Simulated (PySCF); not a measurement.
Magnetic shielding above rings: a mixed set.

Definitions: NICS(0) = −σiso at the ring centroid; NICS(1) = −σiso and NICS(1)zz = −σzz at ±1 Å along the ring normal z. Level: GIAO PBE0/pcSseg-1 (PySCF, non-relativistic, gas phase) on the GFN2-xTB geometries, one conformer each. Atom numbers follow the mapped SMILES.

Task: Order these rings by mean NICS(1)zz, lowest (most negative) first (ppm).
A. ring C4–C5–C6–C9 in `[CH3:1][CH:2]([CH3:3])[C@@H:4]1[CH2:5][C@H:6]([C:7]#[N:8])[C@H:9]1[F:10]`
B. ring C3–C4–N5–N7–N8 in `[CH2:1]=[CH:2][c:3]1[cH:4][n+:5]([CH3:6])[n:7][n:8]1[CH3:9]` (charge +1)
C. ring C5–C6–C7 in `[NH2:1][Si@@H:2]([O:3][SiH3:4])[CH:5]1[CH2:6][CH2:7]1`
D. ring N3–N4–N5–C6–C8 in `[CH3:1][CH2:2][n:3]1[n:4][n:5][c:6]([Cl:7])[c:8]1[CH3:9]`
E. ring C8–C9–C10 in `[F:1][C:2]([F:3])([F:4])[CH2:5][CH2:6][PH:7][CH:8]1[CH2:9][CH2:10]1`
F. ring C3–C4–O5–C6–C7–O8 in `[CH3:1][CH2:2][C:3]1=[CH:4][O:5][CH2:6][CH2:7][O:8]1`
G. ring Si3–C4–C5–Si6–O7 in `[NH2:1][CH2:2][Si@H:3]1[CH2:4][CH2:5][SiH2:6][O:7]1`

Result: D (-29.8), B (-27.3), C (-23.9), E (-22.5), G (-2.8), F (0.1), A (2.8).

```csv
SMILES,ring,NICS(0),NICS(1),NICS(1)zz,HOMA,rms pucker (Å),ring atoms with four or more neighbours
CCn1nnc(Cl)c1C,5-membered ring with 3 N; formal bonds all aromatic,-12.7,-12.5,-29.8,0.96,0.00,0
C=Cc1c[n+](C)nn1C,5-membered ring with 3 N; formal bonds all aromatic,-12.7,-11.4,-27.3,0.98,0.00,0
N[Si@@H](O[SiH3])C1CC1,3-membered carbocycle; formal bonds all single,-45.2,-9.0,-23.9,–,0.00,3
FC(F)(F)CCPC1CC1,3-membered carbocycle; formal bonds all single,-44.6,-8.6,-22.5,–,0.00,3
NC[Si@H]1CC[SiH2]O1,5-membered ring with O and 2 Si; formal bonds all single,-5.1,-2.9,-2.8,–,0.13,4
CCC1=COCCO1,"6-membered ring with 2 O; formal bonds 1 double, 5 single",-2.2,-2.0,0.1,–,0.20,2
CC(C)[C@@H]1C[C@H](C#N)[C@H]1F,4-membered carbocycle; formal bonds all single,-3.3,-1.9,2.8,–,0.09,4
```

NICS(0) gives another order. The isotropic NICS(1) gives the same order. HOMA uses Krygowski's 1993 parameters; it is left out where a ring has a four-coordinate atom, a triple bond, no multiple bond or a kind of bond without parameters. NICS(1) and NICS(1)zz are means over the two faces.
